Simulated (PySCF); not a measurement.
B3LYP has the VWN-RPA correlation part, as in Gaussian. 

```xyz
16

O     -0.6616    -2.9082    -0.3643
C     -1.2982    -1.8898    -0.2351
Si    -0.3998    -0.1884     0.0018
C     -1.8127     1.0928     0.3115
F     -1.3807     2.3530     0.4871
F     -2.6768     1.1041    -0.7333
F     -2.5316     0.7552     1.4090
C      0.7543     0.2901    -1.3846
C      1.9815     0.3913    -0.8251
C      2.0848     0.1404     0.6389
C      0.9435    -0.1685     1.2955
H     -2.4246    -1.9132    -0.2585
H      0.5681     0.4530    -2.4467
H      2.8834     0.6473    -1.3917
H      3.0615     0.2142     1.1293
H      0.9089    -0.3733     2.3661
```

Charge 0, multiplicity 1.

### Question
Give the Mulliken and meta-Löwdin atomic charges from B3LYP-D3(BJ)/def2-TZVP // B3LYP-D3(BJ)/def2-SVP run with PySCF.

### Answer

| atom | Mulliken (e) | meta-Löwdin (e) |
|---|---|---|
| O1 | -0.23 | -0.35 |
| C2 | 0.00 | 0.08 |
| Si3 | 0.42 | 0.83 |
| C4 | 0.42 | 0.57 |
| F5 | -0.18 | -0.27 |
| F6 | -0.19 | -0.28 |
| F7 | -0.19 | -0.28 |
| C8 | -0.27 | -0.37 |
| C9 | -0.07 | -0.08 |
| C10 | -0.07 | -0.08 |
| C11 | -0.27 | -0.37 |
| H12 | 0.11 | 0.08 |
| H13 | 0.13 | 0.14 |
| H14 | 0.13 | 0.12 |
| H15 | 0.13 | 0.12 |
| H16 | 0.13 | 0.14 |
